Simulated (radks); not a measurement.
Results of a calculation; reference values are marked as such.
Q: The mean radii <r> (bohr) of the occupied orbitals of an atom or ion are listed with their occupations. Code: a radial shooting solver on a logarithmic mesh with Libxc functionals. Model: Dirac Kohn-Sham, LDA (Slater exchange, Perdew-Wang correlation), spin-unpolarised, spherical densities, finite nucleus; Fermi nuclear charge, rms radius of each element as measured or else 0.836 A^(1/3) + 0.57 fm.

orbital  occ.      <r>
1s1/2       2  0.02459
2s1/2       2   0.1048
2p1/2       2  0.08797
2p3/2       4  0.09418
3s1/2       2   0.2785
3p1/2       2   0.2681
3p3/2       4   0.2803
3d3/2       4   0.2513
3d5/2       6   0.2551
4s1/2       2   0.6316
4p1/2       2   0.6477
4p3/2       4   0.6735
4d3/2       4   0.7153
4d5/2       6   0.7237
5s1/2       1    1.307

Name the element and its charge. Open shells, if any, fill j = l - 1/2 first.

A: Z = 58, cerium, charge +11: Ce11+ in [Kr] 4d10 5s1. The 1s radius gives Z: for a bare nucleus <r> = (2 gamma + 1)/(2Z) with gamma = sqrt(1 - (Z/c)^2), 0.02424 bohr for Z = 58, and screening makes it slightly larger (0.02459 here). The occupations add up to 47, and the charge is Z minus that.
